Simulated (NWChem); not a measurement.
System: BeH2; SMILES [BeH2]

NWChem input:

```
start job
memory heap 200 mb stack 900 mb global 1100 mb
geometry units angstroms noautosym nocenter noautoz
  Be     0.000000     0.000000     0.000000
  H      0.000000     0.000000     1.330333
  H      0.000000     0.000000    -1.330333
end
basis spherical
  * library def2-svp
end
dft
  xc b3lyp
  iterations 150
  vectors input atomic output neutral.movecs
end
task dft energy
charge 1
dft
  odft
  mult 2
  vectors input atomic output cation.movecs
end
task dft energy
```

The geometry was optimised at B3LYP/6-31G* (spherical d).

Ions are spin-unrestricted doublets at the neutral geometry; other ion states weren't tried.

### Question
What results follow from this input? (B3LYP/def2-SVP, vertical spin-unrestricted ions.) Quantities: vertical ionisation energy, ΔSCF (eV); −ε(HOMO) (eV).

### Answer
| Property | Value |
|---|---|
| vertical ionisation energy, ΔSCF (eV) | 11.89 |
| −ε(HOMO) (eV) | 8.64 |
